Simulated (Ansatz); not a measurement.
Which method gave which barrier?

Saddle point of H$_{2}$BrO$_{2}$, doublet (HO₂ ([O][OH]) + HBr → H₂O₂ ([OH][OH]) + Br; bonds formed: H1–O3; bonds broken: H1–Br2), PBE0-D4/def2-TZVP structure:

```
5
angstrom
H 0.5981 -0.6548 0.1137
Br 0.7674 -2.0150 -0.8376
O -0.0004 0.1275 0.7397
O -0.2053 1.1886 -0.0482
H -1.1598 1.3536 0.0323
```

Ansatz 0.2.0; basis: def2-TZVPP, with def2-QZVPP for the basis limit; cores frozen in the correlated methods; orbitals are unrestricted. Filled d shells of the heavier atoms are correlated. The def2 sets are not built for correlating such inner shells, so the correlated values are less sure here. Extrapolation: Hartree–Fock as exp(−7.88 √X), correlation as X^−2.97. Four methods, as single points on the PBE0-D4 structures, gave these electronic barriers from the start structure: 4.2, 33.9, 62.8, 124.8 kJ/mol.

(1) The methods were, in alphabetical order, CCSD(T), HF, PBE-D4, PBE0-D4. Which gave which? (Judge from chemistry; the calculation decides.)

No T1 diagnostic of these runs exceeds 0.029. ⟨S²⟩ of the unrestricted Hartree–Fock references: 0.76 to 0.80 (a pure state has 0.75).

## Answers

(1) By the calculation: PBE-D4 4.2; PBE0-D4 33.9; CCSD(T) 62.8; HF 124.8 kJ/mol. For comparison, CCSD(T) at an estimated basis limit (MP2 extrapolated from triple and quadruple zeta, plus CCSD(T) − MP2 in triple zeta) gives 61.0 kJ/mol.

Labels in which every atom is bracketed show which atoms are joined, not bond orders.

For scale, one of the runs: CCSD(T)/def2-TZVPP, 138 basis functions, launched by `ansatz run in.yaml --threads 4 --pin off --events-out ev --progress --plain --max-ram 9574MiB`. Hardware: 4 CPU threads of a Oxide Virtual Turin-like, shared host. Wall time 54 s; peak host memory 2.1 GiB.
